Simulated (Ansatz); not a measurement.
Consider the substitution at a C–Si bond: `C[SiH2][CH2][GeH3]` + H₂S → `S[CH2][GeH3]` + `C[SiH3]`.

Isolated molecules relaxed with PBE0-D4/def2-TZVP in Ansatz; ΔE leaves out vibrations. CCSD(T)/CBS is the MP2 limit (def2-TZVPP, def2-QZVPP) plus CCSD(T) − MP2 in def2-TZVPP, frozen cores. This one scheme is used for every species. DFT in def2-TZVPP. B3LYP here is the variant with VWN-RPA as its local correlation; programs differ in this. For Ge outer-core shells are correlated without core-valence functions, which leaves a few kJ/mol of doubt a bond. Scalar relativity is left out up to krypton. One conformer a species, not always the lowest.

```json
{"level": "PBE-D4", "ΔE (kcal/mol)": "14.0", "difference from CCSD(T)/CBS": "-1.3"}
{"level": "r2SCAN-D4", "ΔE (kcal/mol)": "15.0", "difference from CCSD(T)/CBS": "-0.3"}
{"level": "PBE0-D4", "ΔE (kcal/mol)": "14.8", "difference from CCSD(T)/CBS": "-0.5"}
{"level": "ωB97X-V", "ΔE (kcal/mol)": "14.5", "difference from CCSD(T)/CBS": "-0.8"}
{"level": "B2PLYP", "ΔE (kcal/mol)": "14.0", "difference from CCSD(T)/CBS": "-1.3"}
{"level": "PBE", "ΔE (kcal/mol)": "13.1", "difference from CCSD(T)/CBS": "-2.2"}
{"level": "r2SCAN", "ΔE (kcal/mol)": "14.7", "difference from CCSD(T)/CBS": "-0.6"}
{"level": "PBE0", "ΔE (kcal/mol)": "14.0", "difference from CCSD(T)/CBS": "-1.3"}
{"level": "B3LYP", "ΔE (kcal/mol)": "13.0", "difference from CCSD(T)/CBS": "-2.3"}
{"level": "HF/def2-TZVPP", "ΔE (kcal/mol)": "13.5", "difference from CCSD(T)/CBS": "-1.8"}
{"level": "MP2/def2-TZVPP", "ΔE (kcal/mol)": "15.6", "difference from CCSD(T)/CBS": "0.3"}
{"level": "CCSD/def2-TZVPP", "ΔE (kcal/mol)": "15.5", "difference from CCSD(T)/CBS": "0.2"}
{"level": "CCSD(T)/def2-TZVPP", "ΔE (kcal/mol)": "15.5", "difference from CCSD(T)/CBS": "0.2"}
{"level": "HF/CBS(def2)", "ΔE (kcal/mol)": "13.4", "difference from CCSD(T)/CBS": "-1.9"}
{"level": "MP2/CBS(def2)", "ΔE (kcal/mol)": "15.4", "difference from CCSD(T)/CBS": "0.1"}
{"level": "CCSD/CBS(def2)", "ΔE (kcal/mol)": "15.3", "difference from CCSD(T)/CBS": "0.0"}
{"level": "CCSD(T)/CBS", "ΔE (kcal/mol)": "15.3", "difference from CCSD(T)/CBS": "0"}
```

Largest T1 diagnostic among the species: 0.011.

From PBE to PBE0 (25 % exact exchange), in def2-TZVPP and without D4, ΔE moves by +0.8 kcal/mol. The D4 term adds +1.3 kcal/mol with B3LYP and +0.9 kcal/mol with PBE0; it sums over pairs of atoms, weighted by their polarisabilities, and B3LYP, whose exchange is more repulsive, gets the larger term.
